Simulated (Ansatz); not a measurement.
C₄H₆MgO₂, SMILES `[CH3][Mg-]1[O]C=CC=[O+]1`, relaxed with RKS PBE-D4/def2-SVP in the Gaussian-basis code of Ansatz from a rough embedded geometry. The force threshold is 0.03 eV/Å; the program also tests the step.

Total charge 0; spin multiplicity 1.

Start:

```xyz
13

C    -0.288   -0.472    2.969
Mg   -0.003    0.259    0.910
O    -1.460    0.552   -0.367
C    -1.113    0.472   -1.724
C     0.114    0.302   -2.205
C     1.403   -0.086   -1.494
O     1.529   -0.200   -0.237
H    -1.055    0.104    3.416
H     0.731   -0.278    3.540
H    -0.483   -1.515    2.970
H    -1.886    0.783   -2.395
H     0.236    0.339   -3.258
H     2.275   -0.259   -2.124
```

(1) How much energy does the relaxation release, and in how many steps? (Best estimate.)

(2) Which bonds change most? (Best estimate.)

(3) Give the relaxed structure. (Best estimate.)

## Answers

(1) Ansatz gave: 27.12 kcal/mol, in 6 steps.

(2) Computed: O3–C4 from 1.402 to 1.277 Å; C5–C6 from 1.523 to 1.410 Å; C1–Mg2 from 2.204 to 2.096 Å; C4–C5 from 1.329 to 1.410 Å.

(3) Ansatz gave: 
```xyz
13

C    -0.256   -0.438    3.038
Mg   -0.080   -0.128    0.973
O    -1.349    0.398   -0.471
C    -1.067    0.527   -1.711
C     0.194    0.329   -2.310
C     1.346   -0.047   -1.589
O     1.421   -0.260   -0.332
H    -1.034    0.210    3.496
H     0.695   -0.236    3.576
H    -0.539   -1.487    3.277
H    -1.909    0.827   -2.382
H     0.284    0.478   -3.395
H     2.293   -0.172   -2.170
```
